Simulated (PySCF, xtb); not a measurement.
Al(Me)2(H) anion (C₂H₇Al), SMILES [CH3][AlH][CH3] (connectivity only; charge and spin as stated), charge -1, multiplicity 2.

Harmonic wavenumbers (cm⁻¹) from GFN2-xTB run with xtb 6.7.1 at its own minimum, in rising order: 98, 103, 129, 356, 359, 442, 448, 483, 536, 579, 687, 1097, 1335, 1341, 1529, 1531, 1531, 1537, 2824, 2828, 2832, 2840, 2858, 2865.

Q: What does PBE-D3(BJ)/def2-SVPD in PySCF give at its own minimum? (Estimate from the structure and the level; the computed values follow.)

A: 116, 126, 147, 400, 442, 500, 512, 565, 661, 682, 692, 1099, 1101, 1357, 1361, 1363, 1371, 1606, 2889, 2891, 2977, 2978, 3007, 3007. Paired by order, the mean absolute difference is 89 cm⁻¹ and the zero-point energies are 44.6 and 45.5 kcal/mol.
